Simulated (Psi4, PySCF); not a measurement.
Input for Psi4:
```
memory 2 GB

molecule {
-1 2
  Br   -0.00000000   -0.00000000   -1.52077587
  Br    0.00000000    0.00000000    1.52077587
}

set basis 6-31g*
set reference uks
set scf_type pk
set puream true
set d_convergence 1e-8
set dft_radial_points 99
set dft_spherical_points 590

energy('wb97m-v')
print_variables()
```

Convert this to an input for PySCF.

One answer among several that fit: 
```python
from pyscf import gto, scf, dft

mol = gto.M(
    atom='''
Br   -0.00000000   -0.00000000   -1.52077587
Br    0.00000000    0.00000000    1.52077587
''',
    basis='6-31g*',
    charge=-1,
    spin=1,
    verbose=4,
)

mf = dft.UKS(mol)
mf.xc = 'wb97m_v'
mf.grids.atom_grid = (99, 590)
mf.grids.prune = None
mf.kernel()
```

Both were run: Psi4 gave -5147.487530 Eh and PySCF -5147.487525 Eh, 0.005 mEh apart.
